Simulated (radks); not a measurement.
Neutral tin inside a hard spherical wall (all orbitals vanish at R), configuration held at [Kr] 4d10 5s2 5p2 and not refilled when levels cross. Method: scalar-relativistic Kohn-Sham, LDA (Slater exchange, Perdew-Wang correlation), spin-unpolarised, spherical densities, point nucleus; computed with a radial shooting solver on a logarithmic mesh with Libxc functionals. Eigenvalues in eV, with the zero of energy where the potential of the charges vanishes at infinity; a dash marks a level that is unbound or too diffuse for the functional's potential to be trusted. A positive occupied level is held by the wall or, in an anion where self-interaction has pushed it up, behind a barrier. The pressure on the wall is -dE/dV.

| R (bohr) | E (hartree) | kinetic (hartree) | e(4p) | e(4d) | e(5s) | e(5p) | e(6s, empty) | e(5d, empty) | pressure (GPa) |
|---|---|---|---|---|---|---|---|---|---|
| free | -6171.86703 | 6442.299 | -89.563 | -25.904 | -10.811 | -3.868 | -0.454 | - | 0 |
| 20 | -6171.86703 | 6442.299 | -89.563 | -25.904 | -10.811 | -3.868 | -0.440 | 0.658 | < 0.0001 |
| 15 | -6171.86702 | 6442.299 | -89.562 | -25.903 | -10.810 | -3.867 | -0.358 | 0.922 | < 0.0001 |
| 10 | -6171.86635 | 6442.305 | -89.501 | -25.842 | -10.759 | -3.816 | 0.409 | 1.790 | 0.0166 |
| 7 | -6171.85106 | 6442.401 | -88.863 | -25.214 | -10.261 | -3.229 | 3.856 | 4.120 | 0.819 |
| 6 | -6171.81930 | 6442.570 | -88.060 | -24.428 | -9.630 | -2.399 | 7.595 | 6.249 | 3.48 |
| 5 | -6171.71519 | 6443.058 | -86.338 | -22.757 | -8.161 | -0.379 | 15.622 | 10.507 | 17.1 |
| 3.5 | -6170.79434 | 6446.708 | -78.910 | -15.682 | 0.387 | 11.139 | 54.586 | 30.121 | 297 |
| 2 | -6156.39813 | 6497.468 | -36.446 | 28.086 | 87.824 | 114.26 | 313.34 | 159.81 | 20500 |
| 1.5 | -6117.05376 | 6621.357 | 30.844 | 104.18 | 273.66 | 313.16 | 726.01 | 370.02 | 161000 |
